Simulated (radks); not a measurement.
Species: the hafnium ion Hf4+. Configuration: [Xe] 4f14. All-electron calculation, non-relativistic Kohn-Sham, exchange-only LDA, spin-polarised, spherical densities, point nucleus; relativity is left out, which matters for an element this heavy. Program: a radial shooting solver on a logarithmic mesh with Libxc functionals.

Normalised radial functions P(r) = r R(r), r in bohr:

```
   r/bohr * 5p, o 4f (the largest magnitude, 1.25, reaches the edge; | marks zero, & curves that meet)
  0.00092                             &
 0.001208                             &
 0.001598                             &
 0.002114                             &
 0.002775                             &
 0.003672                             &
 0.004858                             &
 0.006377                             &
 0.008437                             o*
  0.01116                             o*
  0.01465                             o *
  0.01939                             o  *
  0.02565                             o   *
  0.03367                             o    *
  0.04455                             o    *
  0.05895                             |o  *
  0.07737                             | &
   0.1024                          *  |  o
   0.1355                      *      |      o
   0.1778                      *      |          o
   0.2352                           * |                 o
   0.3113                             |      *                o
   0.4086                             |          *               o
   0.5406                             |     *                   o
   0.7153                      *      |                     o
   0.9388           *                 |               o
    1.242       *                     |         o
    1.644            *                |    o
    2.157                    *        | o
    2.854                          *  |o
    3.777                            *o
```

5p: eigenvalue -71.866 eV, 3 radial nodes at r = 0.0867, 0.248, 0.619 bohr, <r> = 1.35 bohr, 90 % of the charge inside 1.96 bohr. 4f: eigenvalue -62.744 eV, 0 radial nodes, <r> = 0.647 bohr, 90 % of the charge inside 1.09 bohr.
